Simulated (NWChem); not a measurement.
Molecule: C2H4ClFSi; SMILES C=C(Cl)[SiH2]F

```xyz
9

C     -1.7679     0.3862     0.0000
C     -0.4344     0.4139     0.0000
Cl     0.4535     1.9175     0.0000
Si     0.6840    -1.0843     0.0000
F     -0.2783    -2.3968     0.0000
H     -2.2796    -0.5805     0.0000
H     -2.3743     1.2968     0.0000
H      1.5238    -1.1055    -1.2265
H      1.5238    -1.1055     1.2265
```
Atoms are numbered in this order, from 1.

Level: PBE0/def2-SVP (NWChem), optimised geometry, unscaled harmonic frequencies. 

### Question
List the harmonic frequencies with IR intensities, and the thermochemistry.

### Answer
```tsv
frequency (cm⁻¹)	IR intensity (km/mol)
82	3.1
129	5.4
251	1.2
312	0.3
358	12.2
583	22.4
665	77.6
711	25.9
744	3.6
798	37.0
860	30.0
923	276.6
946	34.1
967	112.9
1113	24.5
1381	14.8
1692	17.4
2275	75.1
2280	117.4
3164	0.4
3273	0.5
```

zero-point energy: 33.6 kcal/mol
thermal correction to the enthalpy at 298.15 K (with zero-point energy): 38.2 kcal/mol
heat capacity Cv: 21.3 cal/(mol K)
entropy at 298.15 K and 1 atm (symmetry number 1): 80.6 cal/(mol K)
dipole moment: 0.45 D

Rigid rotor and harmonic oscillator; modes under 100 cm⁻¹ make the entropy uncertain.
